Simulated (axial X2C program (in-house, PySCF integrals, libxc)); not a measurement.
# MgBr⁺: cheaper levels and CCSD(T), with spin–orbit coupling

Computed with an axial X2C code built on PySCF integrals. Two-component (2c) means X2C with spin–orbit coupling and atomic mean-field two-electron Coulomb and Gaunt terms. Basis: Br dyall-cv3z [8s9p6d4f1g], Mg dyall-cv3z [9s8p6d3f] (cores contracted in-house); Gaussian nuclei, density fitting, unrestricted open shells. Masses: Br 78.918 u, Mg 23.985 u.

State: Ω = 0 (closed shell); fragments Br + Mg+.

```
 level  Re (Å)  ωe (cm⁻¹)  De (eV)
  PBE0   2.247      448.7     2.67
    HF   2.249      464.0     1.48
   MP2   2.258      455.0     2.66
  CCSD   2.258      452.4     2.54
PBEsol   2.253      437.5     2.92
```

Correlated methods: 8 electrons correlated (number of frozen shells: Br 3 s, 2 p, 1 d; Mg 2 s, 1 p), 258 virtual spin orbitals or spinors in MP2, 72 natural virtuals in coupled cluster.

CCSD(T), same Hamiltonian and basis:

Re = 2.261 Å, ωe = 449.5 cm⁻¹, De = 2.63 eV; T1 = 0.010 (Lee–Taylor normalisation).

Q: Give the differences from CCSD(T) in the columns below.

A: 

| level | ΔRe (Å) | Δωe (cm⁻¹) | ΔDe (eV) |
| --- | --- | --- | --- |
| PBE0 | -0.014 | -1 | 0.04 |
| HF | -0.012 | 14 | -1.15 |
| MP2 | -0.003 | 6 | 0.03 |
| CCSD | -0.003 | 3 | -0.09 |
| PBEsol | -0.008 | -12 | 0.29 |

Occupations by symmetry block were frozen at the best pattern of an incomplete PBE0 search. The closed shell is kept restricted, so the energy runs too high when the bond is stretched far. De is counted from the lowest determinant-based energies of the atoms at the same level, without counterpoise correction. Coupled cluster ran in a truncated set of natural virtual spinors; the MP2 energy of the rest was added. (T) has no such correction and the atoms are truncated less, which lowers De at CCSD(T) by a hundredth of an eV or more. The functionals have no current-density term, which raises determinants with orbital currents, atoms included.
